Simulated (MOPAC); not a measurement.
MOPAC input (PM3):

```
PM3 1SCF GEO-OK AUX(PRECISION=9) THREADS=1
C4H10O

C    -0.14691225 1    1.56741891 1    0.18575105 1
C    -0.45847107 1    0.07547141 1    0.24834238 1
C    -1.77110868 1   -0.26198331 1   -0.43541783 1
O     0.54512750 1   -0.70627215 1   -0.39681411 1
C     1.76934774 1   -0.78791294 1    0.29703787 1
H     0.78603706 1    1.80988591 1    0.69548422 1
H    -0.94322050 1    2.14075226 1    0.66406923 1
H    -0.06559667 1    1.88904939 1   -0.85454629 1
H    -0.51084391 1   -0.23386344 1    1.30337260 1
H    -1.72800112 1    0.01854653 1   -1.48959199 1
H    -1.96904045 1   -1.33210914 1   -0.37333467 1
H    -2.59774779 1    0.27537419 1    0.03202247 1
H     2.30212851 1    0.16941842 1    0.32279990 1
H     2.38745702 1   -1.51387904 1   -0.22963869 1
H     1.62067361 1   -1.13096219 1    1.32959525 1
```

Output:

```
 *******************************************************************************
 **                                                                           **
 **                              MOPAC v23.2.5                                **
 **                                                                           **
 *******************************************************************************
 ** MOPAC's Digital Object Identifier: https://doi.org/10.5281/zenodo.6511958 **
 **                                                                           **
 ** Please cite the open-source release paper for use of this MOPAC version:  **
 ** J. E. Moussa and J. J. P. Stewart (2026)                                  **
 ** MOPAC: An open-source semiempirical molecular orbital program             **
 ** J. Open Source Softw., 11(119), 8025, https://doi.org/10.21105/joss.08025 **
 *******************************************************************************

                              PM3 CALCULATION RESULTS

 *******************************************************************************
 *  PM3        - The PM3 Hamiltonian to be used
 *  GEO-OK     - OVERRIDE INTERATOMIC DISTANCE AND OTHER SAFETY CHECKS
 *  1SCF       - DO 1 SCF AND THEN STOP
 *  AUX        - OUTPUT AUXILIARY INFORMATION
 *******************************************************************************
PM3 1SCF GEO-OK AUX(PRECISION=9) THREADS=1
 C4H10O

   ATOM   CHEMICAL          X               Y               Z
  NUMBER   SYMBOL      (ANGSTROMS)     (ANGSTROMS)     (ANGSTROMS)

     1       C         -0.14691225  *   1.56741891  *   0.18575105  *
     2       C         -0.45847107  *   0.07547141  *   0.24834238  *
     3       C         -1.77110868  *  -0.26198331  *  -0.43541783  *
     4       O          0.54512750  *  -0.70627215  *  -0.39681411  *
     5       C          1.76934774  *  -0.78791294  *   0.29703787  *
     6       H          0.78603706  *   1.80988591  *   0.69548422  *
     7       H         -0.94322050  *   2.14075226  *   0.66406923  *
     8       H         -0.06559667  *   1.88904939  *  -0.85454629  *
     9       H         -0.51084391  *  -0.23386344  *   1.30337260  *
    10       H         -1.72800112  *   0.01854653  *  -1.48959199  *
    11       H         -1.96904045  *  -1.33210914  *  -0.37333467  *
    12       H         -2.59774779  *   0.27537419  *   0.03202247  *
    13       H          2.30212851  *   0.16941842  *   0.32279990  *
    14       H          2.38745702  *  -1.51387904  *  -0.22963869  *
    15       H          1.62067361  *  -1.13096219  *   1.32959525  *

          CARTESIAN COORDINATES

    NO.       ATOM           X           Y           Z

     1         C         -0.1469      1.5674      0.1858
     2         C         -0.4585      0.0755      0.2483
     3         C         -1.7711     -0.2620     -0.4354
     4         O          0.5451     -0.7063     -0.3968
     5         C          1.7693     -0.7879      0.2970
     6         H          0.7860      1.8099      0.6955
     7         H         -0.9432      2.1408      0.6641
     8         H         -0.0656      1.8890     -0.8545
     9         H         -0.5108     -0.2339      1.3034
    10         H         -1.7280      0.0185     -1.4896
    11         H         -1.9690     -1.3321     -0.3733
    12         H         -2.5977      0.2754      0.0320
    13         H          2.3021      0.1694      0.3228
    14         H          2.3875     -1.5139     -0.2296
    15         H          1.6207     -1.1310      1.3296

  H: (PM3): J. J. P. STEWART, J. COMP. CHEM. 10, 209 (1989).
  C: (PM3): J. J. P. STEWART, J. COMP. CHEM. 10, 209 (1989).
  O: (PM3): J. J. P. STEWART, J. COMP. CHEM. 10, 209 (1989).

           Empirical Formula: C4 H10 O  =    15 atoms

      MOLECULAR POINT GROUP   :   C1

      RHF CALCULATION, NO. OF DOUBLY OCCUPIED LEVELS = 16

 -------------------------------------------------------------------------------
 PM3 1SCF GEO-OK AUX(PRECISION=9) THREADS=1
 C4H10O

     1SCF WAS SPECIFIED, SO BFGS WAS NOT USED
     SCF FIELD WAS ACHIEVED

                              PM3 CALCULATION
                                                       MOPAC v23.2.5 Linux

          FINAL HEAT OF FORMATION =        -57.87471 KCAL/MOL =    -242.14780 KJ/MOL

          COSMO AREA              =        125.12 SQUARE ANGSTROMS
          COSMO VOLUME            =        112.88 CUBIC ANGSTROMS

          IONIZATION POTENTIAL    =         10.645278 EV
          HOMO LUMO ENERGIES (EV) =        -10.645  2.902
          NO. OF FILLED LEVELS    =         16
          MOLECULAR WEIGHT        =         74.1224         POINT GROUP:  C1

          MOLECULAR DIMENSIONS (Angstroms)

            Atom       Atom       Distance
            H    14    H    12     5.30303
            H    11    H     6     4.05255
            H    15    H     8     2.85742

          SCF CALCULATIONS        =          1

   ATOM   CHEMICAL          X               Y               Z
  NUMBER   SYMBOL      (ANGSTROMS)     (ANGSTROMS)     (ANGSTROMS)

     1       C         -0.14691225  *   1.56741891  *   0.18575105  *
     2       C         -0.45847107  *   0.07547141  *   0.24834238  *
     3       C         -1.77110868  *  -0.26198331  *  -0.43541783  *
     4       O          0.54512750  *  -0.70627215  *  -0.39681411  *
     5       C          1.76934774  *  -0.78791294  *   0.29703787  *
     6       H          0.78603706  *   1.80988591  *   0.69548422  *
     7       H         -0.94322050  *   2.14075226  *   0.66406923  *
     8       H         -0.06559667  *   1.88904939  *  -0.85454629  *
     9       H         -0.51084391  *  -0.23386344  *   1.30337260  *
    10       H         -1.72800112  *   0.01854653  *  -1.48959199  *
    11       H         -1.96904045  *  -1.33210914  *  -0.37333467  *
    12       H         -2.59774779  *   0.27537419  *   0.03202247  *
    13       H          2.30212851  *   0.16941842  *   0.32279990  *
    14       H          2.38745702  *  -1.51387904  *  -0.22963869  *
    15       H          1.62067361  *  -1.13096219  *   1.32959525  *

                             CARTESIAN COORDINATES

   1    C       -0.146912250     1.567418910     0.185751050
   2    C       -0.458471070     0.075471410     0.248342380
   3    C       -1.771108680    -0.261983310    -0.435417830
   4    O        0.545127500    -0.706272150    -0.396814110
   5    C        1.769347740    -0.787912940     0.297037870
   6    H        0.786037060     1.809885910     0.695484220
   7    H       -0.943220500     2.140752260     0.664069230
   8    H       -0.065596670     1.889049390    -0.854546290
   9    H       -0.510843910    -0.233863440     1.303372600
  10    H       -1.728001120     0.018546530    -1.489591990
  11    H       -1.969040450    -1.332109140    -0.373334670
  12    H       -2.597747790     0.275374190     0.032022470
  13    H        2.302128510     0.169418420     0.322799900
  14    H        2.387457020    -1.513879040    -0.229638690
  15    H        1.620673610    -1.130962190     1.329595250

           Empirical Formula: C4 H10 O  =    15 atoms

      MOLECULAR POINT GROUP   :   C1

                  EIGENVALUES
 -39.70763 -33.21713 -27.90822 -26.10941 -21.07623 -17.59712 -16.31113 -16.11343
 -14.73821 -13.76929 -13.70892 -13.20858 -12.69358 -12.40148 -11.86186 -10.64528
   2.90228   3.52217   3.75483   3.79044   3.96667   4.26697   4.32267   4.42004
   4.44572   4.50285   4.67336   4.86755   4.94644   6.04664

              NET ATOMIC CHARGES AND DIPOLE CONTRIBUTIONS

  ATOM NO.   TYPE          CHARGE      No. of ELECS.   s-Pop       p-Pop
    1          C          -0.147863        4.1479     1.14573     3.00214
    2          C           0.071006        3.9290     1.17131     2.75769
    3          C          -0.118332        4.1183     1.13785     2.98048
    4          O          -0.263450        6.2634     1.85213     4.41132
    5          C           0.057336        3.9427     1.13046     2.81221
    6          H           0.045030        0.9550     0.95497
    7          H           0.046193        0.9538     0.95381
    8          H           0.052188        0.9478     0.94781
    9          H           0.038851        0.9611     0.96115
   10          H           0.049865        0.9501     0.95014
   11          H           0.050127        0.9499     0.94987
   12          H           0.045014        0.9550     0.95499
   13          H           0.016259        0.9837     0.98374
   14          H           0.044125        0.9559     0.95588
   15          H           0.013650        0.9864     0.98635
 DIPOLE           X         Y         Z       TOTAL
 POINT-CHG.    -0.057     0.396     0.735     0.837
 HYBRID         0.116     0.227     0.349     0.432
 SUM            0.060     0.623     1.084     1.251

          ATOMIC ORBITAL ELECTRON POPULATIONS

     Atom    s        px        py        pz
    1  C   1.14573   1.01313   0.96663   1.02237
    2  C   1.17131   0.89105   0.90765   0.95899
    3  C   1.13785   0.95594   1.01523   1.00932
    4  O   1.85213   1.21795   1.71001   1.48336
    5  C   1.13046   0.87178   0.98578   0.95465
    6  H   0.95497
    7  H   0.95381
    8  H   0.94781
    9  H   0.96115
   10  H   0.95014
   11  H   0.94987
   12  H   0.95499
   13  H   0.98374
   14  H   0.95588
   15  H   0.98635

 **********************
 *                    *
 * JOB ENDED NORMALLY *
 *                    *
 **********************

 == MOPAC DONE ==
```
